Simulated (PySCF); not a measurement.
CH7ClN2Si2, SMILES Cl[Si@@]1(N)NC[SiH2]1.

Coordinates come from a B3LYP-D3(BJ)/def2-SVP optimisation. The structure was generated by enumeration; whether it is a known compound was not checked. Other conformers were not sampled.

All values below come from TDDFT-PBE/def2-SVPD (PySCF).

Vertical excitations. The molecule is in vacuum.

Question: List the lowest excited states. (The exact figures need the calculation; the answer reports its results.)

Answer: 
```
state  energy (eV)  λ (nm)      f                                                                  main pairs
-----  -----------  ------  -----  --------------------------------------------------------------------------
S1            5.17     240  0.003                                                              HOMO→LUMO 88 %
S2            5.47     227  0.003                        HOMO→LUMO+2 46 %, HOMO→LUMO+1 32 %, HOMO−1→LUMO 15 %
S3            5.53     224  0.048                                          HOMO−1→LUMO 64 %, HOMO→LUMO+2 19 %
S4            5.64     220  0.031    HOMO→LUMO+1 32 %, HOMO→LUMO+3 21 %, HOMO−1→LUMO+1 20 %, HOMO→LUMO+2 19 %
S5            5.68     218  0.010  HOMO−1→LUMO+1 62 %, HOMO−1→LUMO+3 12 %, HOMO→LUMO+2 12 %, HOMO→LUMO+1 11 %
S6            5.77     215  0.022                                        HOMO→LUMO+3 52 %, HOMO−1→LUMO+2 33 %
S7            5.83     213  0.049   HOMO−1→LUMO+2 54 %, HOMO→LUMO+3 22 %, HOMO−1→LUMO+3 10 %, HOMO→LUMO+1 9 %
S8            6.18     200  0.084                                        HOMO−1→LUMO+3 64 %, HOMO−2→LUMO 10 %
S9            6.34     196  0.017                                                            HOMO→LUMO+4 96 %
S10           6.35     195  0.055                                                            HOMO−2→LUMO 74 %
T1            4.90     253      0                          HOMO→LUMO 60 %, HOMO−1→LUMO 27 %, HOMO→LUMO+1 11 %
T2            5.01     247      0                                          HOMO→LUMO+1 63 %, HOMO−1→LUMO 32 %
T3            5.10     243      0       HOMO−1→LUMO 37 %, HOMO→LUMO 37 %, HOMO→LUMO+1 19 %, HOMO−1→LUMO+1 6 %
T4            5.14     241      0                                                          HOMO−1→LUMO+1 87 %
```
Triplets are in the Tamm–Dancoff approximation, which puts them higher than full response would, so one can lie above its singlet here.
